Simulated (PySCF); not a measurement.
Ge(Br)(OMe) (CH3BrGeO), SMILES C[O][Ge][Br] (connectivity only; charge and spin as stated), neutral, multiplicity 1.

The structure is a stationary point at PBE0-D3(BJ)/def2-SVP. The structure was generated by enumeration; whether it is a known compound was not checked. Other conformers were not sampled.

Two levels are set side by side: PBE/def2-TZVP (PySCF) and HF/def2-TZVP (PySCF). Same geometry, gas phase. Differences are taken from unrounded values.

```
quantity                       PBE
---------------------------  -----
orbital gap (eV)              3.62
highest occupied level (eV)  -6.67
lowest empty level (eV)      -3.05
dipole moment (D)             1.43
mean polarisability (bohr³)   69.5
```

These are the PBE values. What does HF give? (An estimate is asked for; the answer gives what the named calculation found.)


```csv
quantity,HF,PBE minus HF
orbital gap (eV),10.79,-7.17
highest occupied level (eV),-10.13,3.46
lowest empty level (eV),0.66,-3.71
dipole moment (D),1.44,-0.01
mean polarisability (bohr³),63.0,6.5
```

Without exact exchange PBE keeps part of each electron's self-repulsion, which lifts occupied levels and narrows the gap. Loosely held outer electrons make PBE densities more polarisable. Differences between two approximate levels are no errors against the true value.

Rough cost on one machine, each run with all the roots and properties that it gave: HF against PBE about 1/3.
